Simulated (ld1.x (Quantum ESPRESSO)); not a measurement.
# An all-electron radial function and its pseudo partner (P)

Columns: radius, all-electron u(r) and pseudo u(r) of the 3s shell (level -13.97 eV) of phosphorus in the configuration [Ne] 3s2 3p3; PBE, scalar-relativistic, TM scheme, ld1.x (Quantum ESPRESSO) 7.5.

```
r (bohr)  all-electron  pseudo
   0.100        0.1183  0.0307
   0.200       -0.1860  0.0629
   0.300       -0.3560  0.0984
   0.400       -0.3587  0.1389
   0.500       -0.2528  0.1860
   0.600       -0.0941  0.2415
   0.700        0.0794  0.3061
   0.800        0.2454  0.3794
   0.900        0.3920  0.4592
   1.000        0.5144  0.5411
   1.100        0.6120  0.6190
   1.200        0.6863  0.6863
   1.300        0.7390  0.7380
   1.400        0.7726  0.7722
   1.500        0.7896  0.7895
   1.600        0.7927  0.7927
   1.700        0.7847  0.7847
   1.800        0.7678  0.7678
   1.900        0.7441  0.7441
   2.000        0.7153  0.7153
   2.100        0.6831  0.6831
   2.200        0.6485  0.6485
   2.300        0.6126  0.6126
   2.400        0.5763  0.5763
   2.500        0.5401  0.5401
   2.600        0.5045  0.5045
```

**Question.** How many radial nodes do the two functions have?

**Answer.** The all-electron 3s function has n − l − 1 = 2; the pseudo-wave has 0, since the states of the same l below it are removed with the core.

**Question.** At about which radius was the pseudo-wave matched?

**Answer.** 1.65 bohr. The columns agree to 0.0005 from 1.40 bohr on; several derivatives are matched, so the curves merge somewhat inside the radius.

**Question.** Is the pseudo-wave norm-conserving?

**Answer.** Yes: the TM scheme keeps the norm inside the radius equal to the all-electron one, which fixes the energy derivative of the logarithmic derivative at the level.
